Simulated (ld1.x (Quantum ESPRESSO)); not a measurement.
## cerium (Ce): one change to a PAW potential, before and after

- Element: Ce (Z = 58)
- Generator: ld1.x (Quantum ESPRESSO) 7.5
- Type: PAW
- Functional: LDA (PZ)
- Relativity: scalar-relativistic
- Frozen core: [Kr] 4d10 4f1
- Valence charge: 11
- Reference configuration: 5s2 5p6 5d1 6s1.5 6p0 (charge +0.5)
- Partial waves: 5s (bound): rcut 2.10, rcutus 2.40 bohr; 6s (bound): rcut 2.10, rcutus 2.40 bohr; 5p (bound): rcut 2.35, rcutus 2.85 bohr; 6p (bound, empty): rcut 2.35, rcutus 2.85 bohr; 5d (bound): rcut 1.95, rcutus 2.55 bohr; 5d channel at 0.95 Ry: rcut 1.95, rcutus 2.55 bohr
- Local potential: all-electron potential smoothed inside 2.70 bohr (lloc = -2)
- Core correction: Bessel-smoothed model core inside 2.25 bohr
- Augmentation charge: BESSEL, radius 1.80 bohr

All-electron outer shells of the reference configuration (LDA (PZ), scalar-relativistic, ld1.x):

```
shell  level (eV)  outermost node (bohr)  outermost maximum (bohr)
   5s      -43.58                   0.75                      1.37
   5p      -26.15                   0.81                      1.53
   4f       -8.47                      –                      0.71
   6s       -6.25                   1.81                      3.59
   5d       -5.86                   0.92                      2.18
   6p       -3.44                   2.14                      4.60
```

Change: reference 5s2 5p6 5d0 6s0 6p0.

Cutoffs: the cutoffs (Ry, on a coarse ladder) from which the occupation-weighted sum of valence levels, in a spherical-Bessel basis at the reference potential, stays within 10 and 1 mRy of its value at 400 Ry; they do not see the model core or the augmentation charge, which bear on the density cutoff. Errors are all-electron minus pseudo energies relative to the spin-unpolarised reference configuration. Spin-polarised tests are left out, since the open f shell is frozen unpolarised in the core.

Problem. What does the change do?

Solution. The potential gets softer (12 Ry and 18 Ry → 10 Ry and 18 Ry); the range in which the s phases agree narrows (upper end 4.9 → 3.7); the range in which the p phases agree narrows (upper end 3.7 → 2.6); neither file shows a bound ghost.

```csv
quantity,base,changed
"cutoff, loose",12 Ry,10 Ry
"cutoff, tight",18 Ry,18 Ry
bound ghosts,none,none
"largest error over its own tests, meV",-7.7,-52
s: phases at 3.11 bohr within 0.05 rad from the reference energy up to (Ry; the scan ends near 5),4.9,3.7
p: phases at 3.11 bohr within 0.05 rad from the reference energy up to (Ry; the scan ends near 5),3.7,2.6
d: phases at 3.11 bohr within 0.05 rad from the reference energy up to (Ry; the scan ends near 5),to the end of the scan,to the end of the scan
lowest overlap eigenvalue by channel,"s 0.10, p 0.09, d 0.16","s 0.09, p 0.11, d 0.34"
```

Changed file: The cutoffs count occupied waves only; the empty 6p level needs 15 Ry at the loose tolerance.
